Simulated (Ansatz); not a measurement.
Cost and result up the ladder for ZrAu₁₂ (13 atoms). Charge 0, multiplicity 1. Geometry: PBE-D4/def2-SVP.

| atom | x (Å) | y (Å) | z (Å) |
| --- | --- | --- | --- |
| Zr1 | 0.0447 | 0.1176 | 0.4280 |
| Au2 | 0.0439 | -2.3700 | -2.5396 |
| Au3 | -2.2649 | 1.4643 | -0.5369 |
| Au4 | -0.4671 | 0.4367 | -2.4191 |
| Au5 | 1.3003 | 2.1546 | -1.1070 |
| Au6 | -1.4595 | -1.7298 | 1.9176 |
| Au7 | -1.7004 | 0.9583 | 2.4193 |
| Au8 | 1.8875 | 1.6589 | 1.8289 |
| Au9 | 0.5472 | -2.6806 | 0.2024 |
| Au10 | 2.0119 | -0.6200 | -1.5292 |
| Au11 | -0.4248 | 2.9608 | 0.9423 |
| Au12 | 2.4965 | -0.9627 | 1.2810 |
| Au13 | -2.0153 | -1.3881 | -0.8877 |

Ansatz on 2 threads of AMD EPYC 7R13 on a shared host and a share (18 GiB) of an NVIDIA H100 80GB HBM3. Times are rough, and most runs start from the orbitals of an earlier one. CAM-B3LYP-D4/def2-TZVP serves as the yardstick here, not as an exact answer. Differences are given only for rows in sets of like size (and for xTB, whose basis is part of the method), since another set adds its own error. Binding counts from free atoms at the same level (Zr triplet, Au doublet; other spins of the atoms weren't run), without zero-point energy or a counterpoise term.

In the def2 sets Au, Zr take a core potential; there is no spin–orbit coupling. Correlated methods freeze no core orbitals; core or outer-core shells of Zr, Au are correlated, in sets that lack core-valence functions. Single mean-field runs in def2-SVP, def2-TZVP are fitted with def2-universal-jkfit. No other spin state of charge 0 was run. Another isomer (singlet) lies 0.20 eV lower at r2SCAN-D4/def2-TZVP; other spin states weren't run for this one.

Second-order perturbation terms are unreliable where d shells bring near-degenerate states, and here MP2/def2-TZVP lies more than 0.4 eV from the median of the functionals without such a term.

Correlated methods converge slowly with the basis.

```csv
level,functions,wall time,binding energy per atom (eV),difference from CAM-B3LYP-D4/def2-TZVP (eV),remarks
PBE0-D4/def2-SVP,415,3.5 s,2.42,–,–
PBE0-D4/def2-TZVP,520,4.8 s,2.49,0.21,–
CAM-B3LYP-D4/def2-TZVP,520,6 s,2.28,0.00,–
MP2/def2-TZVP,520,7 s,3.15,0.87,test for broken spin undecided
```
